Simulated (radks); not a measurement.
The numbers below are computed, except where a source is named.
Charge is removed step by step from the 3s level of W2+, starting from [Xe] 4f14 5d4. Level of theory: scalar-relativistic Kohn-Sham, r2SCAN, spin-unpolarised, spherical densities, finite nucleus; meta-GGA in the generalised Kohn-Sham scheme; Fermi nuclear charge, rms radius 5.3658 fm (a radial shooting solver on a logarithmic mesh with Libxc functionals).

| removed (e) | E - E(0) (eV) | eigenvalue (eV) | E minus straight line (eV) |
|---|---|---|---|
| 0 | 0.000 | -2797.2 | 0.000 |
| 0.125 | 349.60 | -2804.1 | -3.068 |
| 0.25 | 700.07 | -2811.0 | -5.271 |
| 0.375 | 1051.4 | -2818.0 | -6.603 |
| 0.5 | 1403.6 | -2825.0 | -7.057 |
| 0.625 | 1756.7 | -2832.1 | -6.630 |
| 0.75 | 2110.7 | -2839.2 | -5.314 |
| 0.875 | 2465.6 | -2846.3 | -3.106 |
| 1 | 2821.4 | -2853.5 | 0.000 |

Removing the whole electron costs 2821.4 eV by Delta-SCF, against 2797.2 eV from minus the eigenvalue at the starting occupation. Slater's transition state (half an electron removed) gives 2825.0 eV. Integrating minus the eigenvalue over the occupation (Janak's theorem) gives 2825.1 eV. In this scalar-relativistic scheme the density is built from large components alone, so the theorem holds only approximately. The mean slope of the eigenvalue, de/dn, is 56.4 eV per electron.
